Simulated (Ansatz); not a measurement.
`COCS[SiH3]` + `[SiH3]Cl` → `[SiH3]SC[SiH2]Cl` + CH₃OH  (formal exchange of groups at a C–O bond)

Computed with Ansatz on PBE0-D4/def2-TZVP structures; ΔE is electronic, products minus reactants. CBS: MP2 limit from def2 TZ/QZ plus the TZ coupled-cluster correction, frozen cores. This one scheme is used for every species. DFT in def2-TZVPP. B3LYP here is the variant with VWN-RPA as its local correlation; programs differ in this. Each species was taken in one conformer, which may not be the lowest.

`COCS[SiH3]`:

Z-matrix (Å, degrees):
```
C
O 1 1.409
H 1 1.089 2 106.9
H 1 1.098 2 110.9 3 -119.1
H 1 1.095 2 111.2 3 119.6
C 2 1.384 1 114.1 3 177.8
S 6 1.840 2 115.1 1 68.8
H 6 1.097 2 112.1 1 -50.6
H 6 1.090 2 106.9 1 -170.7
Si 7 2.133 6 97.9 2 55.6
H 10 1.484 7 105.8 6 166.1
H 10 1.485 7 112.7 6 -74.8
H 10 1.487 7 109.7 6 46.9
```

`[SiH3]Cl`:

Cartesian coordinates in Å:
```
Si -0.064 0.107 -0.032
Cl 0.953 -1.602 0.480
H -1.135 0.333 0.965
H -0.644 -0.078 -1.382
H 0.890 1.240 -0.031
```

`[SiH3]SC[SiH2]Cl`:

Z-matrix (Å, degrees):
```
Si
S 1 2.136
H 1 1.484 2 104.7
H 1 1.487 2 108.4 3 -118.3
H 1 1.482 2 114.4 3 119.3
C 2 1.824 1 103.0 3 154.3
Si 6 1.869 2 113.4 1 88.5
H 6 1.095 2 105.6 1 -152.7
H 6 1.093 2 110.5 1 -37.5
Cl 7 2.056 6 109.5 2 -70.5
H 7 1.480 6 110.6 2 48.7
H 7 1.485 6 110.4 2 171.6
```

CH₃OH:

```xyz
6

C    -0.095    0.174    0.296
O    -0.227   -0.734   -0.774
H    -1.008    0.105    0.888
H     0.010    1.211   -0.047
H     0.753   -0.068    0.948
H     0.566   -0.688   -1.312
```

```tsv
level	ΔE (kcal/mol)	difference from CCSD(T)/CBS
PBE-D4	-12.8	1.6
r2SCAN-D4	-12.4	2.0
PBE0-D4	-13.8	0.6
B3LYP-D4	-12.9	1.5
ωB97X-V	-12.3	2.1
ωB97M-V	-13.6	0.8
B2PLYP	-12.2	2.2
PBE	-11.9	2.5
r2SCAN	-12.2	2.2
PBE0	-12.9	1.5
B3LYP	-11.3	3.1
HF/def2-TZVPP	-10.9	3.5
MP2/def2-TZVPP	-14.3	0.1
SCS-MP2/def2-TZVPP	-13.0	1.4
CCSD/def2-TZVPP	-13.0	1.4
CCSD(T)/def2-TZVPP	-12.9	1.5
HF/def2-QZVPP	-11.0	3.4
MP2/def2-QZVPP	-15.3	-0.9
SCS-MP2/def2-QZVPP	-13.9	0.5
HF/CBS(def2)	-11.0	3.4
MP2/CBS(def2)	-15.9	-1.5
CCSD/CBS(def2)	-14.5	-0.1
CCSD(T)/CBS	-14.4	0
```

Largest T1 diagnostic among the species: 0.012.

The D4 term adds −1.6 kcal/mol with B3LYP and −0.9 kcal/mol with PBE0; it sums over pairs of atoms, weighted by their polarisabilities, and B3LYP, whose exchange is more repulsive, gets the larger term. From PBE to PBE0 (25 % exact exchange), in def2-TZVPP and without D4, ΔE moves by −1.0 kcal/mol.
